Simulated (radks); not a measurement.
Results of a calculation; reference values are marked as such.
Species: Cl-. Configuration: [Ar].

Code: a radial shooting solver on a logarithmic mesh with Libxc functionals. Model: scalar-relativistic Kohn-Sham, PBE, spin-polarised, spherical densities, finite nucleus; Fermi nuclear charge, rms radius 3.3654 fm; hard spherical wall at 20 bohr.

Energy parts (eV):
total: -12560.191
kinetic: 12616.043
electron-nucleus: -30111.726
Hartree: 5706.760
exchange-correlation: -771.268

Orbitals (lengths in bohr, moments of r in powers of bohr):
orbital  occ.  eigenvalue (eV)      <r^4>
1s          2        -2741.279  0.0003202
2s          2        -242.7369    0.09924
2p          6        -181.6614    0.09112
3s          2         -11.3484      15.00
3p          6           0.2356      81.80
4s          0           2.4390      33840
4p          0           2.6542      38530
3d          0           2.9973      43060

The highest occupied level is 3p at 0.236 eV. The pressure on the wall is 0.00000232 GPa. Summed over all electrons, <r^2> = 40.40 bohr^2, which gives a Langevin (diamagnetic) susceptibility term of -32 x 10^-6 cm^3/mol. The electron density at the nucleus is 3604 e/bohr^3 (large components only).
